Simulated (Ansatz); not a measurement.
The cluster In₄P₂Cl₆, relaxed as a singlet with RKS r2SCAN-D4/def2-SVP in Ansatz, starting from the GFN1-xTB geometry. Force threshold 0.03 eV/Å.

In the def2 sets In takes a core potential; there is no spin–orbit coupling. Another isomer (singlet) lies 0.83 eV lower at PBE0-D4/def2-SVP; other spin states weren't run for this one.

Start:

```xyz
12

In    1.245    1.214   -0.480
In   -1.307   -0.587    1.034
In    1.884   -1.884    0.837
In   -1.538    2.543   -1.523
P     0.895    0.184    1.911
P     0.798    2.968   -2.221
Cl    0.754   -3.943    0.602
Cl   -3.211    4.269   -1.320
Cl   -2.914    0.703   -0.348
Cl    1.969   -1.001   -1.548
Cl   -2.766   -2.274    1.812
Cl    4.190   -2.192    1.245
```

(1) Estimate the energy that the relaxation releases and the steps that it takes.

(2) Does the start keep its bonding?

(3) Predict the relaxed structure.

Answers

(1) 1.26 eV, in 19 steps; 3.5 min on 4 threads of Arm Neoverse V2 on a shared host. No frequencies were taken in this run, so the end may be a saddle point.

(2) Bonds formed: In2–Cl7 (atoms count from 1).

(3) 
```xyz
12

In    1.2084    1.3053   -0.3882
In   -1.0689   -0.8541    1.3198
In    2.1756   -1.7220    0.7129
In   -1.6780    2.6154   -1.5442
P     1.1166    0.2399    1.9131
P     0.6321    2.9251   -2.0685
Cl   -0.0456   -2.5907   -0.3022
Cl   -3.8174    3.4095   -2.0495
Cl   -2.5661    0.5626   -0.1576
Cl    3.0835   -0.3608   -1.2310
Cl   -2.6157   -1.9905    2.6580
Cl    3.5754   -3.5397    1.1375
```
Bond lengths (bridged metal pairs left out): 9 × Cl–In 2.33 to 2.65 Å; 5 × In–P 2.39 to 2.54 Å.
